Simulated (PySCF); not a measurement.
# Polarisability and C₆ of Ni²⁺ (nickel, charge +2)

[Ar] 3d7 4s1, high-spin 5F determinant (an excited configuration). All numbers are calculated (PySCF 2.14, scalar relativity by spin-free X2C-1e, in aug-cc-pVDZ-DK). Coupled (time-dependent) response in atomic units; α is the mean over directions. A double-zeta set is small for polarisabilities.

```json
{"method": "r2SCAN0", "mean α (bohr³)": "13.97", "C₆ (like pair)": "51.21", "S(−4)": "159.7"}
```

S(−4) is the Cauchy moment in α(ω) = α(0) + S(−4) ω² + …

α(iu) at r2SCAN0:

```json
{"u (hartree)": "0", "α(iu) (bohr³)": "13.97"}
{"u (hartree)": "0.0500", "α(iu) (bohr³)": "13.58"}
{"u (hartree)": "0.100", "α(iu) (bohr³)": "12.56"}
{"u (hartree)": "0.200", "α(iu) (bohr³)": "9.782"}
{"u (hartree)": "0.300", "α(iu) (bohr³)": "7.365"}
{"u (hartree)": "0.500", "α(iu) (bohr³)": "4.531"}
{"u (hartree)": "0.750", "α(iu) (bohr³)": "2.961"}
{"u (hartree)": "1.00", "α(iu) (bohr³)": "2.194"}
{"u (hartree)": "1.50", "α(iu) (bohr³)": "1.442"}
{"u (hartree)": "2.00", "α(iu) (bohr³)": "1.060"}
{"u (hartree)": "3.00", "α(iu) (bohr³)": "0.6643"}
{"u (hartree)": "5.00", "α(iu) (bohr³)": "0.3419"}
```

A single London oscillator, α(iu) = α/(1 + u²/ω²), gives C₆ = (3/4) ω α². Matching the computed C₆ needs ω = 4 × 51.21 / (3 × 13.97²) = 0.350 hartree.

For an ion, C₆ is the dispersion term alone; charge-induced terms of lower order in 1/R come first.
